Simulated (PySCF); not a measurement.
# Nuclear quadrupole coupling in `N#C[Si](N)(C#N)C(F)(F)F`

C3H2F3N3Si.
Structure used (GFN2-xTB), in Å, numbered top down from 1:
```
atom  x, y, z in Å
N1     2.298   -0.176   -2.208
C2     1.527   -0.010   -1.379
Si3    0.316    0.254    0.023
N4     0.727   -0.296    1.578
C5    -0.122    2.066    0.012
N6    -0.364    3.184    0.009
C7    -1.270   -0.766   -0.440
F8    -1.692   -0.565   -1.698
F9    -1.050   -2.092   -0.317
F10   -2.313   -0.490    0.365
H11    0.463   -1.209    1.914
H12    1.481    0.099    2.116
```

Field gradients from the PBE0/pcSseg-1 density (PySCF, non-relativistic), principal values in atomic units, ordered |Vxx| ≤ |Vyy| ≤ |Vzz|:

```csv
atom,Vxx,Vyy,Vzz
N1,0.5861,0.6158,-1.2019
N4,0.4105,0.5507,-0.9612
N6,0.5666,0.6370,-1.2036
```

Find the asymmetry η = (Vxx − Vyy)/Vzz and the couplings χ = eQV/h (234.96 MHz × Q in barn × V in au), with Q(14N) = 0.02044 b.

```
atom             environment  nucleus     η  χzz (MHz)  χxx (MHz)  χyy (MHz)
  N1          cyano nitrogen      14N  0.02      -5.77       2.81       2.96
  N4  silicon-bound nitrogen      14N  0.15     -4.616      1.972      2.645
  N6          cyano nitrogen      14N  0.06      -5.78       2.72       3.06
```

The gradient is axial or nearly so (η below 0.05) at N1. The tensor is traceless: Vxx + Vyy + Vzz = 0.

What is Vzz at N4 in SI units (1 au = 9.71736 × 10²¹ V/m²)?

-0.9612 au = -9.340 × 10²¹ V/m².

And the gradient at the other heavy atoms, for which no coupling is worked out here?

```tsv
atom	environment	Vzz (au)	η
C2	cyano carbon	-0.406	0.01
Si3	four-coordinate silicon	-0.205	0.77
C5	cyano carbon	-0.398	0.01
C7	CF3 carbon	-0.482	0.04
F8	fluorine of a CF3 group	2.879	0.03
F9	fluorine of a CF3 group	2.845	0.02
F10	fluorine of a CF3 group	2.879	0.03
```

What couplings would deuterons (Q(2H) = 0.00286 b) have in place of the hydrogens, at this geometry?

```csv
atom,bonded to,bond length (Å),Vzz (au),η,χzz (kHz)
H11,N4,1.008,0.4184,0.18,281
H12,N4,1.006,0.4247,0.18,285
```

One conformer (not necessarily the lowest) at the GFN2-xTB geometry, without solvent, vibrations or thermal averaging. GFN2-xTB bond lengths can be off by several hundredths of an ångström, more for odd bonds, and the gradients follow them. A larger basis could move these couplings by a tenth or more.
